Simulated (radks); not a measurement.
Trend from Sc3+ to Zn3+: ionisation energy by Delta-SCF between NIST ground configurations, and size. Method: Dirac Kohn-Sham, BLYP, spin-unpolarised, spherical densities, point nucleus; open shells fill j = l - 1/2 first; computed with a radial shooting solver on a logarithmic mesh with Libxc functionals.

Sc3+: configuration [Ar]; IE (eV) 73.541; NIST (eV) 73.489; kind exp.; -e(HOMO) (eV) 64.257 (3p3/2)
Ti3+: configuration [Ar] 3d1; IE (eV) 43.303; NIST (eV) 43.267; kind exp.; -e(HOMO) (eV) 34.706 (3d3/2)
V3+: configuration [Ar] 3d2; IE (eV) 45.890; NIST (eV) 46.709; kind exp.; -e(HOMO) (eV) 36.972 (3d3/2)
Cr3+: configuration [Ar] 3d3; IE (eV) 48.378; NIST (eV) 49.16; kind semi-emp.; -e(HOMO) (eV) 39.140 (3d3/2)
Mn3+: configuration [Ar] 3d4; IE (eV) 50.783; NIST (eV) 51.2; kind semi-emp.; -e(HOMO) (eV) 41.226 (3d3/2)
Fe3+: configuration [Ar] 3d5; IE (eV) 52.936; NIST (eV) 54.91; kind exp.; -e(HOMO) (eV) 43.085 (3d5/2)
Co3+: configuration [Ar] 3d6; IE (eV) 55.184; NIST (eV) 51.3; kind semi-emp.; -e(HOMO) (eV) 45.023 (3d5/2)
Ni3+: configuration [Ar] 3d7; IE (eV) 57.374; NIST (eV) 54.9; kind semi-emp.; -e(HOMO) (eV) 46.906 (3d5/2)
Cu3+: configuration [Ar] 3d8; IE (eV) 59.511; NIST (eV) 57.38; kind semi-emp.; -e(HOMO) (eV) 48.741 (3d5/2)
Zn3+: configuration [Ar] 3d9; IE (eV) 61.600; NIST (eV) 59.57; kind exp.; -e(HOMO) (eV) 50.532 (3d5/2)

Reference values: NIST Atomic Spectra Database (exp. = measured, semi-emp. = semi-empirical, theory = theoretical value adopted there). Spin polarisation and multiplet splitting are left out, so open shells lie too high by an amount that depends on their filling.

Beside tabulated values, note that spin-unpolarised runs miss the spin-polarisation part of the exchange energy of open shells.
